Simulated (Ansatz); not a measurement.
Reaction (ligand exchange at a Ga–C bond): `[CH3][GaH][C](=N)F` + `CCNC` → `CC[N](C)[GaH][CH3]` + `N=CF`

Isolated molecules relaxed with PBE0-D4/def2-TZVP in Ansatz; ΔE leaves out vibrations. CCSD(T)/CBS is the MP2 limit (def2-TZVPP, def2-QZVPP) plus CCSD(T) − MP2 in def2-TZVPP, frozen cores. This one scheme is used for every species. DFT in def2-TZVPP. B3LYP here is the variant with VWN-RPA as its local correlation; programs differ in this. For Ga outer-core shells are correlated without core-valence functions, which leaves a few kJ/mol of doubt a bond. Scalar relativity is left out up to krypton. Each species was taken in one conformer, which may not be the lowest.

`[CH3][GaH][C](=N)F`:

```xyz
10

C     1.687   -0.332    0.617
Ga    0.466    0.426   -0.706
C    -1.481    0.064   -0.430
N    -2.025    0.279    0.674
F    -2.212   -0.368   -1.501
H     1.880   -1.380    0.371
H     1.222   -0.307    1.604
H     2.644    0.190    0.648
H     0.854    1.312   -1.938
H    -3.035    0.117    0.659
```

`CCNC`:

```xyz
13

C    -0.637    0.574    1.653
C    -0.599   -0.007    0.255
N     0.702    0.172   -0.352
C     0.803   -0.422   -1.664
H    -0.378    1.635    1.634
H    -1.629    0.465    2.095
H     0.075    0.064    2.309
H    -1.335    0.504   -0.377
H    -0.906   -1.069    0.285
H     1.412   -0.215    0.258
H     1.819   -0.307   -2.048
H     0.541   -1.493   -1.695
H     0.131    0.098   -2.353
```

`CC[N](C)[GaH][CH3]`:

Z-matrix (Å, degrees):
```
C
C 1 1.523
H 1 1.093 2 110.5
H 1 1.092 2 111.8 3 120.3
H 1 1.093 2 110.6 3 -119.9
N 2 1.445 1 114.4 3 -59.5
H 2 1.102 1 108.9 3 177.6
H 2 1.094 1 108.8 3 62.3
Ga 6 1.828 2 122.7 1 109.0
C 6 1.441 2 114.3 1 -71.0
C 9 1.964 6 117.4 2 0.3
H 9 1.567 6 114.6 2 179.9
H 10 1.098 6 112.9 2 64.0
H 10 1.100 6 111.3 2 -56.5
H 10 1.092 6 110.3 2 -176.0
H 11 1.093 9 110.8 6 -55.3
H 11 1.091 9 111.5 6 -176.1
H 11 1.093 9 110.4 6 63.7
```

`N=CF`:

Z-matrix (Å, degrees):
```
C
N 1 1.242
F 1 1.328 2 120.0
H 1 1.092 2 129.8 3 -180.0
H 2 1.016 1 110.6 3 -180.0
```

```json
{"level": "LDA (SPW92)", "ΔE (kJ/mol)": "-57.6", "difference from CCSD(T)/CBS": "-1.7"}
{"level": "B97M-V", "ΔE (kJ/mol)": "-50.5", "difference from CCSD(T)/CBS": "5.4"}
{"level": "B3LYP-D4", "ΔE (kJ/mol)": "-50.9", "difference from CCSD(T)/CBS": "5.0"}
{"level": "B2PLYP", "ΔE (kJ/mol)": "-48.3", "difference from CCSD(T)/CBS": "7.6"}
{"level": "revPBE", "ΔE (kJ/mol)": "-34.4", "difference from CCSD(T)/CBS": "21.5"}
{"level": "PBE0", "ΔE (kJ/mol)": "-42.1", "difference from CCSD(T)/CBS": "13.8"}
{"level": "CAM-B3LYP", "ΔE (kJ/mol)": "-43.5", "difference from CCSD(T)/CBS": "12.4"}
{"level": "RPA@PBE/def2-TZVPP", "ΔE (kJ/mol)": "-54.7", "difference from CCSD(T)/CBS": "1.2"}
{"level": "HF/def2-TZVPP", "ΔE (kJ/mol)": "-37.4", "difference from CCSD(T)/CBS": "18.5"}
{"level": "MP2/def2-TZVPP", "ΔE (kJ/mol)": "-60.7", "difference from CCSD(T)/CBS": "-4.8"}
{"level": "CCSD(T)/CBS", "ΔE (kJ/mol)": "-55.9", "difference from CCSD(T)/CBS": "0"}
```

Largest T1 diagnostic among the species: 0.014.

In def2-TZVPP, CCSD(T) changes the Hartree–Fock value by −18.3 kJ/mol (the triples alone add −2.6 kJ/mol) and MP2 by −23.4 kJ/mol. Leaving LDA and LC-ωPBE aside and taking each functional with its dispersion term where it has one, the values, not all of them listed here, spread over 5.4 kJ/mol, from BLYP-D4 to ωB97M-V. LDA lies −16.3 kJ/mol from PBE without D4.
